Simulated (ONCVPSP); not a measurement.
# Before and after: ONCV potential for Ag (Z = 47)

| Property | Result |
| --- | --- |
| Element | Ag |
| Generator | ONCVPSP 4.0.1 |
| Type | optimised norm-conserving Vanderbilt (ONCV) |
| Functional | LDA (Perdew-Wang 92) |
| Relativity | scalar-relativistic |
| Frozen core | [Ar] 3d10 |
| Valence charge | 19 |
| Reference configuration | 4s2 4p6 4d10 5s1 |
| Partial waves | 4s+5s: rc 1.80 bohr, ncon 4, nbas 9, qcut 7.1 1/bohr, 2 projectors; 4p: rc 1.05 bohr, ncon 3, nbas 7, qcut 8.9 1/bohr, 1 projector; 4d: rc 1.30 bohr, ncon 4, nbas 8, qcut 7.4 1/bohr, 2 projectors, debl 2.9 Ha; f scattering state at 0.06 Ha: rc 1.05 bohr, ncon 3, nbas 7, qcut 10.4 1/bohr, local |
| Local potential | the f channel |
| Core correction | none |

Change: d: debl 4.85.

Cutoffs: the cutoffs (Ha) at which the residual kinetic energy of the hardest occupied pseudo-wave falls to 1 and 0.1 mHa per electron; they do not see the model core or the augmentation charge, which bear on the density cutoff. Errors are all-electron minus pseudo energies relative to the spin-unpolarised reference configuration.

**Question.** What does the change do?

**Answer.** The potential gets neither clearly harder nor softer (42 Ha and 140 Ha → 42 Ha and 140 Ha); of the 4 tests that both files solve, the error grows in 2 and shrinks in 0 by more than 15 % and 0.3 meV (median size 4.1 → 4.8 meV); neither file shows a bound ghost.

```tsv
quantity	base	changed
cutoff, loose	42 Ha	42 Ha
cutoff, tight	140 Ha	140 Ha
bound ghosts	none	none
GHOST(+) flags under 300 eV	d at 277.0 eV	d at 158.6 eV
error for 4s2 4p6 4d10 5s0, meV [ΔE 8.10 eV]	-2.0	-2.0
error for 4s2 4p6 4d9 5s0, meV [ΔE 30.48 eV]	-6.1	-7.6
error for 4s2 4p6 4d8 5s0, meV [ΔE 66.92 eV]	-8.5	-12
error for 4s2 4p6 4d10 5s0.5, meV [ΔE 3.18 eV]	-0.7	-0.7
s: phases at 1.83 bohr within 0.05 rad from the reference energy up to (Ha; the scan ends near 5)	4.4	4.4
p: phases at 1.07 bohr within 0.05 rad from the reference energy up to (Ha; the scan ends near 5)	2.9	2.9
d: phases at 1.32 bohr within 0.05 rad from the reference energy up to (Ha; the scan ends near 5)	to the end of the scan	to the end of the scan
f: phases at 1.07 bohr within 0.05 rad from the reference energy up to (Ha; the scan ends near 5)	to the end of the scan	to the end of the scan
```
